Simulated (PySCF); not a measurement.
This PySCF input asks for the NMR shieldings of SMILES N[SiH2][SiH2]Nc1ccccc1, C₆H₁₂N₂Si₂; the geometry comes from GFN2-xTB.

```python
import basis_set_exchange as bse
import numpy as np
from pyscf import gto, dft
from pyscf.prop import nmr

atoms = """
N     2.131359   -0.726434    0.984567
Si    2.635542   -1.233233   -0.584990
Si    1.568942    0.103570   -2.134724
N     0.350328    1.114949   -1.409725
C    -0.669376    0.749338   -0.564635
C    -1.412780    1.723133    0.108036
C    -2.432785    1.366136    0.966511
C    -2.735507    0.031415    1.179888
C    -2.011601   -0.941841    0.510606
C    -0.993795   -0.592669   -0.355300
H     1.152915   -0.554856    1.157149
H     2.550672   -1.147587    1.798020
H     4.095291   -1.086616   -0.547684
H     2.391369   -2.669268   -0.850224
H     0.918961   -0.657779   -3.217753
H     2.411759    1.112099   -2.789031
H     0.436251    2.115226   -1.504415
H    -1.178724    2.767373   -0.051025
H    -2.994850    2.136491    1.474485
H    -3.531225   -0.246278    1.854148
H    -2.244929   -1.986202    0.661778
H    -0.448226   -1.357582   -0.887903
"""
names = dict.fromkeys(["N", "Si", "C", "H"], "pcSseg-1")
basis = {el: gto.basis.parse(bse.get_basis(n, elements=[el], fmt="nwchem")) for el, n in names.items()}
mol = gto.M(atom=atoms, basis=basis, charge=0, verbose=0)
mf = dft.RKS(mol, xc="PBE0")
mf.grids.level = 2
mf.grids.alignment = dft.numint.BLKSIZE   # the property module wants whole blocks of grid points
mf.conv_tol = 1e-9
mf.kernel()

calc = nmr.RKS(mf)   # GIAO
C = mf.mo_coeff
Co = C[:, mf.mo_occ > 0]
resp = mf.gen_response(singlet=True, hermi=2)
def vind(x):   # induced exchange potential for any number of trial vectors
    d = np.einsum("pi,xij,qj->xpq", C, 2 * x.reshape(-1, C.shape[1], Co.shape[1]), Co, optimize=True)
    return np.einsum("xpq,pi,qj->xij", resp(d - d.transpose(0, 2, 1)), C, Co, optimize=True).ravel()
mo1, _ = nmr.rhf.solve_mo1(calc, with_cphf=vind)
sigma = calc.kernel(mo1)
for i, s in enumerate(sigma):   # ppm
    w = np.linalg.eigvalsh((s + s.T) / 2)
    print("%2d %-2s iso %8.1f  s11 %8.1f  s22 %8.1f  s33 %8.1f" % (i, mol.atom_pure_symbol(i), w.mean(), *w))
```

Question: Give the expected output.

Answer: 
```
 0 N  iso    270.3  s11    233.0  s22    253.7  s33    324.3
 1 Si iso    409.7  s11    360.3  s22    387.9  s33    481.0
 2 Si iso    412.4  s11    355.5  s22    411.9  s33    469.7
 3 N  iso    203.4  s11    157.9  s22    185.9  s33    266.5
 4 C  iso     33.4  s11    -56.6  s22      3.3  s33    153.5
 5 C  iso     65.3  s11    -24.4  s22     63.4  s33    156.9
 6 C  iso     51.0  s11    -60.4  s22     37.9  s33    175.4
 7 C  iso     64.6  s11    -39.9  s22     54.7  s33    179.0
 8 C  iso     51.7  s11    -60.1  s22     38.3  s33    176.8
 9 C  iso     72.4  s11    -17.9  s22     63.4  s33    171.6
10 H  iso     32.2  s11     21.5  s22     28.1  s33     46.8
11 H  iso     32.2  s11     23.5  s22     27.8  s33     45.3
12 H  iso     26.8  s11     23.7  s22     24.5  s33     32.2
13 H  iso     26.4  s11     23.1  s22     24.2  s33     32.0
14 H  iso     26.5  s11     23.0  s22     24.4  s33     32.2
15 H  iso     26.8  s11     23.0  s22     25.5  s33     32.0
16 H  iso     28.5  s11     19.0  s22     28.8  s33     37.5
17 H  iso     24.9  s11     21.0  s22     24.5  s33     29.2
18 H  iso     24.2  s11     21.0  s22     24.9  s33     26.8
19 H  iso     24.7  s11     21.5  s22     25.9  s33     26.8
20 H  iso     24.2  s11     20.9  s22     24.2  s33     27.6
21 H  iso     24.8  s11     21.6  s22     23.5  s33     29.4
```

These numbers come from an equivalent density-fitted implementation of the same equations, which agrees with the script to about 0.01 ppm for H and up to a few tenths of a ppm for heavy atoms, so last digits may differ.

Question: Turn these shieldings into chemical shifts. Shifts are taken against calculated references (same method and geometry level): $^{15}$N (267.73 ppm) against NH3; $^{29}$Si (349.16 ppm), $^{13}$C (186.93 ppm), $^{1}$H (31.72 ppm) against TMS.

Answer: Averaging equivalent atoms: N 3: 64.3; N 0: -2.6; Si 1: -60.6; Si 2: -63.2; C 4: 153.5; C 6/8: 135.6; C 7: 122.3; C 5/9: 118.1; H 18/20: 7.49; H 19: 6.97; H 17/21: 6.84; H 12/13: 5.09; H 14/15: 5.02; H 16: 3.26; H 10/11: -0.46 ppm. Experimental scales use liquid or dissolved standards, which lie at an offset from isolated NH3 (liquid NH3: subtract about 20 ppm).

Size and cost of the density-fitted run: 244 basis functions, 2.3 min wall time on 1 thread of an Intel Xeon, shared host; peak memory 1.1 GiB.
